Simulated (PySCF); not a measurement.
# One molecule, a ladder of functionals, a line

Molecule: SMILES [B@H-](C)([NH3+])P, CH9BNP.

Numbering as in the mapped SMILES `[CH3:1][B@@H-:2]([NH3+:3])[PH2:4]`. Each H is labelled by its parent atom.

GIAO shieldings (ppm, equivalent atoms averaged) in PySCF 2.14.0 with density-fitted response routines on the PBE0-D3(BJ)/def2-SVP geometry, basis pcSseg-2, gas phase, non-relativistic:

```tsv
functional	exact exchange (%)	σ(B2)	σ(N3)
BLYP	0	103.8	194.9
BP86	0	108.2	200.3
PBE	0	108.0	199.9
B3LYP	20	108.4	201.3
mPW1PW91	25	112.9	206.8
BHandHLYP	50	114.2	208.7
HF	100	123.1	218.2
```

Problem. Fit each shielding as a line in the percentage of exact exchange.

Solution. σ(B2) = 106.7 + 0.16 x (rms 1.7 ppm); σ(N3) = 198.7 + 0.20 x (rms 2.1 ppm). The functionals also differ in their semilocal parts, which the line can't hold; Hartree–Fock has no correlation at all.

Problem. What does the line predict for PBE0 (25 %), and what does the run give?

Solution. σ(B2): 110.7 predicted, 113.2 computed; σ(N3): 203.7 predicted, 207.2 computed ppm.
